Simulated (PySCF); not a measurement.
## Computed data sheet: `C1OC(=C(OC=1)CF)F`

C5H4F2O2.
Atom-mapped SMILES: `[F:1][CH2:2][C:3]1=[C:4]([F:5])[O:6][CH:7]=[CH:8][O:9]1` (hydrogens: H10, H11 on C2; H12 on C7; H13 on C8)

Structural features include: C=C double bond, ether and C–F bond.

**GFN2-xTB geometry**

```
Point group of the GFN2-xTB geometry                  : C1
Rotational constants A, B, C of the GFN2-xTB geometry : 2.530, 1.480, 1.011 GHz
```

**CAM-B3LYP/def2-SVPD ground state and vertical TDDFT (core frozen in the response) (PySCF)**

```
Dipole moment                                                     : 2.39 D
HOMO energy                                                       : -7.58 eV
LUMO energy                                                       : 0.42 eV
HOMO–LUMO gap                                                     : 8.00 eV
Lowest singlet excitation                                         : 4.36 eV (284 nm, f = 0.002)
Strongest line among the 8 lowest singlet transitions             : S8 at 7.53 eV (165 nm, f = 0.075)
Lowest triplet excitation (Tamm–Dancoff)                          : 3.22 eV
Static isotropic polarisability                                   : 63.8 au
Electronic spatial extent ⟨r²⟩ about the centre of nuclear charge : 1081 bohr²
```

Monoisotopic mass from the formula: 134.0179 u.

The principal polarisabilities are 46.4, 67.6 and 77.4 au; their mean is the isotropic value. With B = h/(8π²I), that is 505.379 GHz u Å² over I, the principal moments of inertia are 199.8, 341.4 and 499.9 u Å² (most abundant isotopes). The dipole matches unit charges of opposite sign 0.50 Å apart (1 e·Å = 4.8032 D). The rotational constants make it an asymmetric top with κ = (2B − A − C)/(A − C) = -0.38, nearer the prolate limit (−1). No computed singlet falls in the visible range (750 to 380 nm, 1.65 to 3.26 eV); S1 lies 1.10 eV above its blue end. A dipole of 2.39 D is allowed in C1, and pure rotational transitions are dipole-allowed. The polarisability is 9.45 Å³ as a volume (1 au = 0.148185 Å³), or 0.94 au for each of the 68 electrons. S1 lies 3.64 eV below the HOMO–LUMO gap; its leading configuration is HOMO→LUMO, weight 0.98.

One conformer (not necessarily the lowest) at the GFN2-xTB geometry, without solvent, vibrations or thermal averaging.

For the TDDFT job (CAM-B3LYP/def2-SVPD), time: 53 s; peak memory 1.0 GiB. Hardware: one thread, Arm Neoverse V1 (aarch64), shared host with 32 logical CPUs at a one-minute load of 17.

Shape of the structure used: `[F:1][CH2:2][C:3]1=[C:4]([F:5])[O:6][CH:7]=[CH:8][O:9]1`: F1–C2–C3–C4 88°.
